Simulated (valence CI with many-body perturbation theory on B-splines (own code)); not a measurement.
E1 transitions of Tl LXVI

Calculated by valence CI with perturbative core correlation (CI+MBPT): six valence electrons over a frozen Dirac-Fock core [Ne], radial functions for each j: 9 s, 9 p, 8 d, 6 f, 3 g, 1 h, with the one-electron correlation potential Σ1 (screened to all orders), the two-electron term Σ2, the three-electron term Σ3, Breit, model QED; selected single and double excitations, second order for the rest, scaled by the run's own slope (own B-spline code, finite nucleus).

No measured spectrum was set against this ion. As an estimate, large intervals hold to a few tenths of a per cent, small ones and those within an open d or f shell to about a per cent. Among the levels kept, up to 1100 cm⁻¹ of a level comes from second order outside the variational space, and about a tenth of that is noise between levels of different J, which matters for small intervals.

Lines 101 to 131 of 131 in falling wavelength, among levels below 966.10 eV, chosen from the strongest by gf and those to the six lowest levels. Wavelengths and rates use the calculated energies. Electric multipoles are in the length gauge with retardation, E1 and E2 with the static RPA response of the core. Weak lines are less certain than strong ones. Lines between different terms over intervals too small for the method are left out, as are lines whose strength nearly cancels. The highest levels of a list are the least certain.

Levels are named by their leading jj configuration (3d3/2^4 stands for four electrons in 3d with j = 3/2), which in mixed levels can hold well under half, so a name can repeat and another be missing. Letters in brackets count levels of one name in rising energy.

```tsv
λ vac (nm)	Upper	Lower	A (s⁻¹)	log gf	Branch %
2.932	(3s^2 3p1/2^2 3d5/2^2) J=4	(3s^2 3p1/2^2 3p3/2 3d5/2) J=4	2.19e+11	-0.60	27.1
2.920	(3s^2 3p1/2 3p3/2^2 3d5/2) J=2 [b]	(3s^2 3p1/2 3p3/2^3) J=1	6.37e+11	-0.39	76.9
2.917	(3s^2 3p1/2^2 3d5/2^2) J=2	(3s^2 3p1/2^2 3p3/2 3d5/2) J=2	5.98e+11	-0.42	63.7
2.917	(3s^2 3p1/2 3p3/2^2 3d5/2) J=2 [b]	(3s^2 3p1/2^2 3d3/2^2) J=2	9.00e+08	-3.24	0.1
2.912	(3s^2 3p1/2^2 3d3/2 3d5/2) J=1	(3s^2 3p1/2^2 3p3/2 3d3/2) J=2	3.25e+10	-1.91	6.5
2.865	(3s^2 3p1/2^2 3p3/2 3d5/2) J=1	(3s^2 3p1/2^2 3p3/2^2) J=2	7.12e+10	-1.58	13.9
2.299	(3s^2 3p1/2^2 3d5/2^2) J=4	(3s^2 3p1/2^2 3p3/2 3d3/2) J=3	1.96e+09	-2.86	0.2
2.254	(3s^2 3p1/2^2 3d5/2^2) J=2	(3s^2 3p1/2^2 3p3/2 3d3/2) J=3	1.13e+09	-3.36	0.1
2.253	(3s^2 3p1/2^2 3d5/2^2) J=2	(3s^2 3p1/2^2 3p3/2 3d3/2) J=1	2.50e+09	-3.02	0.3
2.213	(3s^2 3p1/2^2 3d5/2^2) J=2	(3s^2 3p1/2^2 3p3/2 3d3/2) J=2	1.22e+09	-3.35	0.1
2.139	(3s^2 3p1/2^2 3d5/2^2) J=0	(3s^2 3p1/2^2 3p3/2 3d3/2) J=1	3.97e+08	-4.56	0.0
1.649	(3s 3p1/2^2 3p3/2^3) J=1	(3s^2 3p1/2^2 3p3/2^2) J=0	5.72e+11	-1.15	31.9
1.648	(3s 3p1/2^2 3p3/2^3) J=2	(3s^2 3p1/2^2 3p3/2^2) J=2	1.74e+12	-0.45	97.9
1.602	(3s 3p1/2^2 3p3/2^3) J=1	(3s^2 3p1/2^2 3p3/2^2) J=2	1.17e+12	-0.87	65.4
1.601	(3s^2 3p1/2 3p3/2^2 3d3/2) J=1 [a]	(3s^2 3p1/2^2 3p3/2^2) J=0	3.18e+11	-1.44	36.4
1.564	(3s^2 3p1/2 3p3/2^2 3d3/2) J=2 [a]	(3s^2 3p1/2^2 3p3/2^2) J=2	4.98e+09	-3.04	44.2
1.556	(3s^2 3p1/2 3p3/2^2 3d3/2) J=1 [a]	(3s^2 3p1/2^2 3p3/2^2) J=2	5.20e+11	-1.25	59.6
1.547	(3s^2 3p1/2 3p3/2^2 3d3/2) J=3 [a]	(3s^2 3p1/2^2 3p3/2^2) J=2	9.63e+10	-1.62	95.1
1.502	(3s^2 3p1/2 3p3/2^2 3d3/2) J=2 [b]	(3s^2 3p1/2^2 3p3/2^2) J=2	4.73e+11	-1.10	98.8
1.485	(3s^2 3p1/2 3p3/2^2 3d3/2) J=1 [b]	(3s^2 3p1/2^2 3p3/2^2) J=0	8.14e+10	-2.09	0.9
1.474	(3s^2 3p1/2 3p3/2^2 3d3/2) J=3 [b]	(3s^2 3p1/2^2 3p3/2^2) J=2	5.73e+12	0.12	100.0
1.460	(3s^2 3p1/2 3p3/2^2 3d3/2) J=1 [c]	(3s^2 3p1/2^2 3p3/2^2) J=0	8.17e+12	-0.11	73.4
1.458	(3s^2 3p1/2 3p3/2^2 3d3/2) J=2 [c]	(3s^2 3p1/2^2 3p3/2^2) J=2	8.49e+12	0.13	100.0
1.446	(3s^2 3p1/2 3p3/2^2 3d3/2) J=1 [b]	(3s^2 3p1/2^2 3p3/2^2) J=2	9.29e+12	-0.06	99.1
1.423	(3s^2 3p1/2 3p3/2^2 3d3/2) J=1 [c]	(3s^2 3p1/2^2 3p3/2^2) J=2	2.96e+12	-0.57	26.6
1.361	(3s^2 3p1/2 3p3/2^2 3d5/2) J=1	(3s^2 3p1/2^2 3p3/2^2) J=0	2.12e+10	-2.75	11.3
1.355	(3s^2 3p1/2 3p3/2^2 3d5/2) J=3 [a]	(3s^2 3p1/2^2 3p3/2^2) J=2	8.31e+09	-2.80	75.7
1.328	(3s^2 3p1/2 3p3/2^2 3d5/2) J=1	(3s^2 3p1/2^2 3p3/2^2) J=2	1.47e+08	-4.93	0.1
1.301	(3s^2 3p1/2 3p3/2^2 3d5/2) J=2 [a]	(3s^2 3p1/2^2 3p3/2^2) J=2	4.97e+08	-4.20	1.4
1.290	(3s^2 3p1/2 3p3/2^2 3d5/2) J=3 [b]	(3s^2 3p1/2^2 3p3/2^2) J=2	2.99e+07	-5.28	1.0
1.285	(3s^2 3p1/2 3p3/2^2 3d5/2) J=2 [b]	(3s^2 3p1/2^2 3p3/2^2) J=2	1.10e+10	-2.87	1.3
```
